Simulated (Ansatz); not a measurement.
CuH₂, relaxed as a doublet with UKS PBE-D4/def2-TZVP in Ansatz, starting from the GFN2-xTB geometry. Force threshold 0.02 eV/Å.

No other spin state of charge 0 was run. The structure comes from a short search, and lower isomers may exist.

Start:

```xyz
3

Cu   -0.194   -0.785    0.506
H     0.403    0.130   -0.538
H    -0.209    0.656    0.032
```

```tsv
step	energy (eV)	largest force component (eV/Å)	SCF passes
1	-44664.4250	1.824	27
2	-44664.7385	1.707	29
3	-44664.9673	0.383	33
4	-44665.0076	0.318	30
5	-44665.0365	0.046	33
6	-44665.0439	0.195	29
7	-44665.0557	0.117	28
8	-44665.0636	0.070	29
9	-44665.0679	0.022	30
10	-44665.0693	0.023	28
11	-44665.0693	0.030	24
12	-44665.0694	0.019	31
13	-44665.0695	0.112	31
14	-44665.0696	0.218	29
15	-44665.0702	0.067	30
16	-44665.0718	0.158	30
17 (rejected)	-44665.0569	0.920	30
18	-44665.0725	0.118	25
19	-44665.0748	0.265	29
20	-44665.0845	0.045	29
21	-44665.0846	0.045	21
22 (rejected)	-44664.9460	1.953	30
23	-44665.0875	0.039	28
24	-44665.0902	0.064	28
25	-44665.0960	0.161	30
26	-44665.0993	0.254	30
27	-44665.1055	0.098	29
28	-44665.1060	0.005	28
29	-44665.1060	0.017	29
```

Force components are those of the run's own axes.

End:

Cartesian coordinates in Å:
```
Cu -0.438 -1.354 0.999
H 0.124 0.378 -0.281
H 0.314 0.977 -0.718
```

Bonds lost: Cu1–H2, Cu1–H3 (atoms count from 1). The end holds 2 separate pieces.

The force fell under the threshold at step 12, but the optimiser went on and released 0.037 eV more. No frequencies were taken in this run, so the end may be a saddle point.

Hardware: 4 threads of Intel Xeon 6975P-C on a shared host. Wall time 7 s.
